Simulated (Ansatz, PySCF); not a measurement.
CrF4, SMILES [F][Cr]([F])([F])[F] (connectivity only; charge and spin as stated), neutral, multiplicity 3. Atoms are numbered in the order given.

```xyz
5

Cr    -0.0026     0.0333     0.0000
F      0.0851     1.0072     1.3828
F      0.0851     1.0072    -1.3828
F     -1.4675    -0.8164     0.0000
F      1.2870    -1.0645     0.0000
```
Charge 0, spin multiplicity 3.

Geometry optimised at r2SCAN-D4/def2-SVP. The multiplicity is an assumed one; other spin states were not compared.

Two levels are set side by side: PBE-D3(BJ)/def2-SVP (Ansatz, a quantum-chemistry and plane-wave program) and r2SCAN-D4/def2-SVP (Ansatz). Each level has its own optimised geometry; the coordinates shown are those of the second. Frequencies come from the Hessian of PySCF at each geometry. Differences are taken from unrounded values.

```json
[
 {"quantity": "mean bond length (Å)", "r2SCAN-D4": "1.694", "PBE-D3(BJ)": "1.706", "PBE-D3(BJ) minus r2SCAN-D4": "0.012"},
 {"quantity": "bond Cr1–F2 (Å)", "r2SCAN-D4": "1.694", "PBE-D3(BJ)": "1.706", "PBE-D3(BJ) minus r2SCAN-D4": "0.012"},
 {"quantity": "bond Cr1–F3 (Å)", "r2SCAN-D4": "1.694", "PBE-D3(BJ)": "1.706", "PBE-D3(BJ) minus r2SCAN-D4": "0.012"},
 {"quantity": "bond Cr1–F4 (Å)", "r2SCAN-D4": "1.694", "PBE-D3(BJ)": "1.706", "PBE-D3(BJ) minus r2SCAN-D4": "0.012"},
 {"quantity": "bond Cr1–F5 (Å)", "r2SCAN-D4": "1.694", "PBE-D3(BJ)": "1.706", "PBE-D3(BJ) minus r2SCAN-D4": "0.012"},
 {"quantity": "highest harmonic wavenumber (cm⁻¹)", "r2SCAN-D4": "811", "PBE-D3(BJ)": "778", "PBE-D3(BJ) minus r2SCAN-D4": "-34"},
 {"quantity": "mean harmonic wavenumber (cm⁻¹)", "r2SCAN-D4": "460", "PBE-D3(BJ)": "441", "PBE-D3(BJ) minus r2SCAN-D4": "-19"},
 {"quantity": "zero-point energy (kcal/mol)", "r2SCAN-D4": "5.92", "PBE-D3(BJ)": "5.67", "PBE-D3(BJ) minus r2SCAN-D4": "-0.25"}
]
```
